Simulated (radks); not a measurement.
Results of a calculation; reference values are marked as such.
Ir XXX, configuration [Kr] 4d10 4f2.

Level of theory: scalar-relativistic Kohn-Sham, SCAN, spin-polarised, spherical densities, finite nucleus; open shells are filled with parallel spins first (spin-orbit coupling, left out, can overturn this in heavy ions); meta-GGA in the generalised Kohn-Sham scheme; Fermi nuclear charge, rms radius 5.4032 fm (a radial shooting solver on a logarithmic mesh with Libxc functionals).

Energy parts (hartree):
part                       energy
total                 -17420.9979
kinetic                19407.4677
electron-nucleus      -41362.3296
Hartree                 4840.6549
exchange-correlation    -306.7909

Orbitals (lengths in bohr, moments of r in powers of bohr; <r^-3> diverges for s and p1/2; r(max) is where P^2 peaks; r(90%) holds 90 % of the orbital's charge):
| orbital | occ. | eigenvalue (hartree) | <r^-3> | r(90%) | <r^4> | r(max) |
|---|---|---|---|---|---|---|
| 1s down | 1 | -2837.361 | - | 0.0318 | 4.816e-07 | 0.01082 |
| 1s up | 1 | -2837.361 | - | 0.0318 | 4.816e-07 | 0.01082 |
| 2s up | 1 | -528.2699 | - | 0.114 | 0.00007130 | 0.06225 |
| 2s down | 1 | -528.2640 | - | 0.114 | 0.00007129 | 0.06225 |
| 2p up | 3 | -463.7299 | 23040 | 0.108 | 0.00005716 | 0.05139 |
| 2p down | 3 | -463.7254 | 23040 | 0.108 | 0.00005715 | 0.05139 |
| 3s up | 1 | -152.8045 | - | 0.278 | 0.002542 | 0.1753 |
| 3s down | 1 | -152.6939 | - | 0.278 | 0.002536 | 0.1752 |
| 3p up | 3 | -133.7937 | 5263 | 0.284 | 0.002758 | 0.1742 |
| 3p down | 3 | -133.6779 | 5273 | 0.284 | 0.002751 | 0.1741 |
| 3d up | 5 | -112.9056 | 659.6 | 0.267 | 0.002116 | 0.1422 |
| 3d down | 5 | -112.8126 | 660.8 | 0.267 | 0.002108 | 0.1421 |
| 4s up | 1 | -59.30687 | - | 0.571 | 0.04646 | 0.3871 |
| 4s down | 1 | -59.13479 | - | 0.572 | 0.04665 | 0.3871 |
| 4p up | 3 | -52.61863 | 1460 | 0.601 | 0.05658 | 0.4026 |
| 4p down | 3 | -52.45395 | 1454 | 0.602 | 0.05683 | 0.4027 |
| 4d up | 5 | -44.56829 | 172.8 | 0.625 | 0.06471 | 0.4026 |
| 4d down | 5 | -44.39800 | 172.0 | 0.626 | 0.06507 | 0.4029 |
| 4f up | 2 | -36.07032 | 39.43 | 0.619 | 0.06038 | 0.3468 |

The highest occupied level is 4f up at -981.52 eV. Spin moment in Bohr magnetons: 2. The electron density at the nucleus is 1.947e+06 e/bohr^3 (large components only). The density falls to 0.001 e/bohr^3 at r = 1.21 bohr.

Empty levels of this run are not shown, since the potential may be unsettled where no density lies.
